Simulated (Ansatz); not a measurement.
Mulliken charges of `[CH3][SbH][NH2]` from PBE/def2-TZVPP in Ansatz (PBE0-D4/def2-TZVP geometry).

| atom | x (Å) | y (Å) | z (Å) | charge (e) |
| --- | --- | --- | --- | --- |
| C1 | -0.862 | 0.703 | -0.886 | -0.522 |
| Sb2 | 0.929 | -0.465 | -0.670 | 0.529 |
| N3 | 0.367 | -1.249 | 1.126 | -0.529 |
| H4 | -1.684 | 0.034 | -1.139 | 0.130 |
| H5 | -0.732 | 1.435 | -1.684 | 0.118 |
| H6 | -1.087 | 1.218 | 0.047 | 0.116 |
| H7 | 1.834 | 0.887 | -0.092 | -0.132 |
| H8 | 0.370 | -0.580 | 1.885 | 0.146 |
| H9 | 0.954 | -2.028 | 1.396 | 0.145 |

Q: By hand: the dipole of these point charges (1 e Å = 4.8032 D).

A: Σ q r = (0.266, -0.133, -0.339) e Å, of length 0.451 e Å = 2.17 D.

Q: How does the dipole of the full density compare? (Best estimate.)

A: Ansatz gave: (0.069, 0.060, 0.073) e Å, 0.56 D; the point charges give 3.87 times that, at 106° from its direction.

Point charges leave out the atoms' own dipoles, such as those of lone pairs, and Mulliken's split depends on the basis, so the two needn't agree.
